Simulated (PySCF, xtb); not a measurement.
H₃Sb, SMILES [SbH3+], charge +1, multiplicity 2.

Harmonic wavenumbers (cm⁻¹) from GFN2-xTB in xtb at its own minimum, in rising order: 603, 630, 638, 1565, 1687, 1689.

Question: What does PBE0-D3(BJ)/def2-TZVPD in PySCF 2.14.0 give at its own minimum? (An estimate is asked for; the answer gives what the named calculation found.)

Answer: 659, 753, 753, 2043, 2102, 2102. Paired by order, the mean absolute difference is 266 cm⁻¹ and the zero-point energies are 9.7 and 12.0 kcal/mol.
